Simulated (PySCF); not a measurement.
A geometry optimisation, step by step.

C₂H₁₁BN₂.
Bonds: C1–N2, N2–C3, N2–B4, B4–N5. Hydrogens: H6, H7, H8 on C1; H9 on N2; H10, H11, H12 on C3; H13, H14 on B4; H15, H16 on N5.

Computed by this run: PBE0-D3(BJ)/def2-SVP geometry optimisation, gas phase (PySCF 2.14.0); density fitting, grid level 1; the optimiser is geomeTRIC in internal coordinates, started from a GFN2-xTB structure with every atom displaced at random (about 0.01 Å). The frame can shift and turn from step to step; on so coarse a grid that alone can change the energy by a few meV, and forces under 0.02 eV/Å are noise.

Step 0: E = -5899.2309 eV, largest atomic force 1.391 eV/Å
```
atom  x, y, z in Å  |  force x, y, z in eV/Å
C1     -0.714    1.200    0.386   -0.857   1.024  -0.391
N2     -0.384   -0.188    0.329    0.366  -0.828   0.325
C3     -1.505   -1.019   -0.115    0.865  -0.133   1.078
B4      1.090   -0.414   -0.589   -1.051   0.526   0.268
N5      2.058    0.387    0.155    0.932   0.354   0.197
H6      0.144    1.787    0.684    0.590   0.071   0.175
H7     -1.018    1.549   -0.614    0.035  -0.093   0.003
H8     -1.542    1.419    1.073   -0.187  -0.071   0.173
H9     -0.072   -0.467    1.275   -0.187  -0.031  -0.532
H10    -2.368   -0.893    0.541   -0.373   0.082   0.079
H11    -1.188   -2.063   -0.090    0.037  -0.241  -0.097
H12    -1.739   -0.745   -1.122   -0.340   0.228  -0.987
H13     0.746    0.008   -1.676   -0.014   0.072  -0.330
H14     1.200   -1.597   -0.516    0.199  -0.924  -0.020
H15     2.790   -0.136    0.622    0.037   0.064  -0.003
H16     2.484    1.169   -0.333   -0.053  -0.100   0.062
```

Step 1: E = -5899.3417 eV, largest atomic force 0.633 eV/Å
```
atom  x, y, z in Å  |  force x, y, z in eV/Å
C1     -0.736    1.747    0.355    0.113  -0.014   0.040
N2     -0.390    0.324    0.312   -0.147   0.077   0.100
C3     -1.482   -0.513   -0.172   -0.182  -0.016  -0.261
B4      1.010    0.067   -0.514    0.619   0.002   0.055
N5      2.094    0.863    0.193   -0.470  -0.400  -0.140
H6      0.163    2.286    0.679    0.027   0.011   0.024
H7     -1.001    2.073   -0.658   -0.015   0.007  -0.085
H8     -1.575    1.942    1.036   -0.067  -0.002   0.048
H9     -0.144    0.035    1.260    0.004   0.013   0.070
H10    -2.391   -0.388    0.436   -0.006   0.019   0.018
H11    -1.166   -1.563   -0.163    0.031  -0.010   0.017
H12    -1.706   -0.233   -1.217    0.073  -0.046   0.209
H13     0.749    0.452   -1.654   -0.039   0.014  -0.047
H14     1.153   -1.164   -0.447   -0.056   0.132   0.000
H15     2.815    0.274    0.597    0.009   0.018   0.037
H16     2.562    1.512   -0.424    0.107   0.195  -0.084
```

Step 2: E = -5899.3549 eV, largest atomic force 0.287 eV/Å
```
atom  x, y, z in Å  |  force x, y, z in eV/Å
C1     -0.724    1.745    0.356    0.010  -0.011  -0.005
N2     -0.391    0.320    0.312   -0.136   0.006   0.068
C3     -1.490   -0.513   -0.170   -0.032   0.010  -0.026
B4      1.020    0.058   -0.528    0.275   0.067   0.047
N5      2.080    0.859    0.185   -0.075  -0.149  -0.177
H6      0.180    2.277    0.683   -0.005  -0.009   0.005
H7     -0.985    2.072   -0.660    0.000   0.007   0.003
H8     -1.565    1.944    1.038   -0.010   0.005  -0.007
H9     -0.145    0.032    1.262    0.015   0.001  -0.019
H10    -2.398   -0.379    0.439    0.001   0.001   0.001
H11    -1.177   -1.565   -0.155    0.004  -0.001   0.013
H12    -1.708   -0.237   -1.211    0.012  -0.006   0.015
H13     0.750    0.444   -1.667   -0.030   0.000   0.005
H14     1.158   -1.168   -0.459   -0.025   0.037   0.010
H15     2.804    0.288    0.607    0.004   0.033   0.013
H16     2.545    1.536   -0.412   -0.008   0.009   0.054
```

Step 3: E = -5899.3593 eV, largest atomic force 0.110 eV/Å
```
atom  x, y, z in Å  |  force x, y, z in eV/Å
C1     -0.724    1.745    0.357    0.002  -0.031  -0.004
N2     -0.394    0.319    0.314   -0.086   0.007   0.016
C3     -1.496   -0.512   -0.167    0.062   0.008   0.061
B4      1.030    0.055   -0.533    0.053   0.070   0.009
N5      2.087    0.850    0.171    0.053  -0.035  -0.090
H6      0.179    2.273    0.691   -0.008   0.011  -0.001
H7     -0.980    2.075   -0.660    0.010   0.002   0.018
H8     -1.570    1.945    1.035    0.010   0.006  -0.014
H9     -0.149    0.032    1.264    0.018  -0.009  -0.025
H10    -2.405   -0.373    0.438   -0.001  -0.002  -0.005
H11    -1.183   -1.564   -0.146   -0.014  -0.002   0.002
H12    -1.707   -0.239   -1.209   -0.011   0.006  -0.053
H13     0.747    0.442   -1.670   -0.012  -0.002   0.014
H14     1.159   -1.169   -0.463   -0.012  -0.026   0.017
H15     2.814    0.290    0.603   -0.017   0.015   0.008
H16     2.547    1.546   -0.407   -0.046  -0.018   0.046
```

Step 4: E = -5899.3605 eV, largest atomic force 0.073 eV/Å
```
atom  x, y, z in Å  |  force x, y, z in eV/Å
C1     -0.722    1.745    0.359   -0.006  -0.025   0.001
N2     -0.396    0.319    0.317   -0.037   0.015   0.003
C3     -1.497   -0.511   -0.166    0.040   0.014   0.035
B4      1.033    0.052   -0.536   -0.044   0.031  -0.005
N5      2.090    0.843    0.162    0.070  -0.008  -0.019
H6      0.181    2.273    0.696   -0.005   0.000   0.000
H7     -0.972    2.076   -0.658    0.006   0.002   0.003
H8     -1.570    1.949    1.032    0.004   0.003  -0.004
H9     -0.148    0.030    1.265    0.014  -0.009  -0.010
H10    -2.408   -0.369    0.436   -0.006   0.000  -0.006
H11    -1.188   -1.564   -0.141   -0.007   0.001   0.001
H12    -1.705   -0.241   -1.210   -0.007   0.001  -0.025
H13     0.738    0.441   -1.670    0.008  -0.003   0.001
H14     1.153   -1.172   -0.462    0.007  -0.022   0.010
H15     2.820    0.291    0.599   -0.012   0.003   0.002
H16     2.542    1.553   -0.403   -0.026  -0.002   0.013
```

Step 5: E = -5899.3608 eV, largest atomic force 0.039 eV/Å
```
atom  x, y, z in Å  |  force x, y, z in eV/Å
C1     -0.721    1.745    0.361   -0.001  -0.007   0.002
N2     -0.397    0.320    0.319    0.004   0.010  -0.003
C3     -1.498   -0.509   -0.165    0.008   0.001   0.003
B4      1.033    0.051   -0.537   -0.038   0.002  -0.009
N5      2.096    0.836    0.155    0.026  -0.001   0.009
H6      0.180    2.273    0.700    0.000   0.002   0.001
H7     -0.968    2.078   -0.657    0.004   0.001  -0.001
H8     -1.571    1.952    1.032    0.000   0.000   0.000
H9     -0.147    0.029    1.266    0.008  -0.005  -0.004
H10    -2.411   -0.365    0.434   -0.003   0.004  -0.003
H11    -1.191   -1.562   -0.136   -0.003   0.000   0.001
H12    -1.703   -0.241   -1.210    0.000  -0.003  -0.001
H13     0.735    0.439   -1.670    0.004  -0.003  -0.001
H14     1.150   -1.174   -0.461    0.003  -0.004   0.007
H15     2.826    0.287    0.594   -0.004  -0.001  -0.003
H16     2.541    1.555   -0.404   -0.010   0.004   0.001
```

Step 6: E = -5899.3609 eV, largest atomic force 0.021 eV/Å
```
atom  x, y, z in Å  |  force x, y, z in eV/Å
C1     -0.719    1.746    0.362   -0.001   0.004   0.004
N2     -0.397    0.320    0.320    0.013   0.004  -0.005
C3     -1.498   -0.507   -0.163   -0.010  -0.003  -0.007
B4      1.031    0.049   -0.538   -0.019  -0.006  -0.005
N5      2.097    0.833    0.151    0.000  -0.002   0.015
H6      0.183    2.272    0.702    0.001  -0.001   0.002
H7     -0.963    2.080   -0.656    0.001   0.000  -0.002
H8     -1.569    1.954    1.032   -0.001  -0.001   0.000
H9     -0.146    0.029    1.266    0.003  -0.002   0.000
H10    -2.412   -0.360    0.434    0.000   0.004  -0.001
H11    -1.195   -1.561   -0.133    0.000   0.001   0.003
H12    -1.702   -0.240   -1.210    0.003  -0.002   0.005
H13     0.732    0.436   -1.671    0.003  -0.003  -0.004
H14     1.147   -1.177   -0.460    0.002   0.004   0.003
H15     2.828    0.284    0.589    0.003  -0.002  -0.006
H16     2.538    1.556   -0.405    0.001   0.005  -0.003
```

**Question.** Summarise the path.

**Answer.** The energy falls by 12.55 kJ/mol from step 0 to step 6; nine tenths of that is first reached at step 2. It falls at every step. The largest force goes from 1.391 to 0.021 eV/Å. Among the bonds N2–B4 changes most, from 1.751 to 1.688 Å; the atoms move by 0.055 Å rms after alignment.

**Question.** Follow the three bonds and two angles with the largest change from start to end.

**Answer.** 
| step | E above end (kJ/mol) | largest force (eV/Å) | N2–B4 (Å) | B4–H14 (Å) | C1–N2 (Å) | N2–B4–N5 (°) | N2–C1–H6 (°) |
| --- | --- | --- | --- | --- | --- | --- | --- |
| 0 | 12.55 | 1.391 | 1.751 | 1.190 | 1.428 | 102.7 | 110.8 |
| 1 | 1.85 | 0.633 | 1.646 | 1.241 | 1.465 | 106.9 | 107.0 |
| 2 | 0.58 | 0.287 | 1.662 | 1.236 | 1.464 | 105.9 | 107.1 |
| 3 | 0.16 | 0.110 | 1.679 | 1.232 | 1.464 | 106.1 | 107.0 |
| 4 | 0.04 | 0.073 | 1.685 | 1.232 | 1.463 | 106.3 | 107.1 |
| 5 | 0.01 | 0.039 | 1.688 | 1.233 | 1.463 | 106.5 | 107.2 |
| 6 | 0.00 | 0.021 | 1.688 | 1.234 | 1.462 | 106.6 | 107.2 |

The cost below is that of the whole optimisation. On one thread, Arm Neoverse V1 (aarch64) (shared host), this took 41 s and 0.50 GiB of memory at its peak.
